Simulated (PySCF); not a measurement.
Input for PySCF: U-HF/6-31G* on H4 chain, a point of a bond scan (R = 1.800 Å).

```python
from pyscf import gto, scf, dft, mp
from pyscf.data.elements import chemcore

mol = gto.M(
    atom='''
    H     0.00000000    0.00000000    0.00000000
    H     0.00000000    0.00000000    1.80000000
    H     0.00000000    0.00000000    3.60000000
    H     0.00000000    0.00000000    5.40000000
    ''',
    basis='6-31g*',
    cart=True,
    charge=0, spin=0, verbose=3, max_memory=1800)
mf = scf.UHF(mol)
mf.conv_tol = 1e-8
mf.max_cycle = 100
mf.init_guess_breaksym = True
mf.kernel()
if not mf.converged:
    mf = mf.newton().run(mf.mo_coeff, mf.mo_occ)
for _ in range(4):
    mo, _, stable, _ = mf.stability(return_status=True)
    if stable:
        break
    mf.kernel(mf.make_rdm1(mo, mf.mo_occ))
```

It printed:

```
converged SCF energy = -1.89753426553344  <S^2> = 2.2816637e-11  2S+1 = 1
<class 'pyscf.scf.uhf.UHF'> wavefunction has an internal instability
converged SCF energy = -2.01714030699922  <S^2> = 1.5490076  2S+1 = 2.6825418
<class 'pyscf.scf.uhf.UHF'> wavefunction is stable in the internal stability analysis
```

The run converged. Its determinant has ⟨S²⟩ = 1.55, a mixture of spin states.

Cost: around 0.6 core-seconds (rough).
